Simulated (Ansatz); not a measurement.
Ansatz (a first-principles code) input (CAM-B3LYP/def2-TZVPD):

Ansatz 0.2 input:
```yaml
crystal:
  periodic: [false, false, false]
  atoms:
    - {symbol: B, position_ang: [0.04931915, -0.48223396, 0.28401659]}
    - {symbol: C, position_ang: [1.37529055, 0.10114725, -0.25806618]}
    - {symbol: C, position_ang: [-1.39579801, 0.04806745, 0.13300549]}
    - {symbol: H, position_ang: [1.71339043, 0.83306165, 0.49077754]}
    - {symbol: H, position_ang: [2.18486416, -0.62307284, -0.35937312]}
    - {symbol: H, position_ang: [1.26105037, 0.64796100, -1.20309221]}
    - {symbol: H, position_ang: [-1.56806396, 0.59376973, -0.80383161]}
    - {symbol: H, position_ang: [-1.54077674, 0.77072855, 0.95002400]}
    - {symbol: H, position_ang: [-2.17401524, -0.70656654, 0.25577656]}
basis:
  gaussian:
    orbitals: def2-TZVPD
hamiltonian:
  xc: {name: CAM-B3LYP}
magnetization: {spin_polarized: true, initial_magnetization: 1}
output: {forces: true}
```

Output:

```
Functional definition: CAM-B3LYP
integrals: 0.06 GiB planned
819 factors; their error is unknown
integrals: 0.10 GiB planned
425 factors; integrals over basis functions are off by at most 1.4e-5 eV
mean field: 0.94 GiB planned
mean field evaluation 1: about -2838.7544 eV, gradient 3.9e1 eV
mean field evaluation 2: about -2840.5552 eV, gradient 3.2e1 eV
mean field evaluation 4: about -2845.4991 eV, gradient 3.3e-1 eV
mean field evaluation 8: about -2845.4777 eV, gradient 3.0e-1 eV
mean field evaluation 16: about -2845.4780 eV, gradient 4.1e-5 eV
mean field -2845.47801144 eV, -104.5693881862 hartree, gradient 3.6e-5 eV, S^2 0.751771; 0 other end points of the search recorded, 0 dependent functions left out
the calculation of the forces begins
reference -2845.47814530 eV, -104.5693931055 hartree; 12, 11 occupied and 153, 154 virtual orbitals, 819 factors
Total energy: -2845.47814530 eV, -104.5693931055 hartree
Atom 0 at     0.049319    -0.482234     0.284017 Å, force    -0.008238     0.054093    -0.051030 eV/Å
Atom 1 at     1.375291     0.101147    -0.258066 Å, force     0.000783     0.024149     0.005982 eV/Å
Atom 2 at    -1.395798     0.048067     0.133005 Å, force    -0.000004     0.024134     0.006093 eV/Å
Atom 3 at     1.713390     0.833062     0.490778 Å, force    -0.020802    -0.037747    -0.033820 eV/Å
Atom 4 at     2.184864    -0.623073    -0.359373 Å, force    -0.040162     0.020917     0.009303 eV/Å
Atom 5 at     1.261050     0.647961    -1.203092 Å, force    -0.006101    -0.035714     0.053986 eV/Å
Atom 6 at    -1.568064     0.593770    -0.803832 Å, force     0.022134    -0.035173     0.050001 eV/Å
Atom 7 at    -1.540777     0.770729     0.950024 Å, force     0.012036    -0.037118    -0.038454 eV/Å
Atom 8 at    -2.174015    -0.706567     0.255777 Å, force     0.040353     0.022459    -0.002060 eV/Å
Dipole moment:    -0.017300     0.195070    -0.096108 e Å
```

It need not be the lowest isomer of its formula.
